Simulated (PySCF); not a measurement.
S (sulfur, neutral) across methods

[Ne] 3s1 3p4 4s1, high-spin 5P determinant (an excited configuration). Computed with PySCF 2.14 in aug-cc-pV(5+d)Z, with the non-relativistic Hamiltonian (point nucleus).

```csv
method,E (hartree),mean ε 3p α (eV),mean ε 3p β (eV),mean ε 4s α (eV),Σ⟨r²⟩ (bohr²),⟨S²⟩
PBE0,-397.3637,-14.499,-11.036,-2.441,49.55,6.003
UHF,-396.91596,-18.711,-12.597,-3.401,50.40,6.010
wB97X-V,-397.4172,-16.825,-13.434,-3.532,49.63,6.003
r2SCAN0,-397.4802,-14.957,-11.080,-2.451,49.77,6.007
r2SCAN,-397.4865,-13.561,-10.156,-2.030,49.90,6.007
PBE,-397.3363,-12.879,-10.032,-2.000,49.34,6.003
MN15,-397.4259,-14.928,-12.034,-2.590,49.30,6.003
```

Q: Estimate the same row for LDA.

A: E (hartree) = -396.1208; mean ε 3p α (eV) = -12.862; mean ε 3p β (eV) = -9.980; mean ε 4s α (eV) = -2.089; Σ⟨r²⟩ (bohr²) = 48.92; ⟨S²⟩ = 6.003.

The outer electron is Rydberg-like, and this basis confines it to a smaller radius and binds it less than a complete one would.
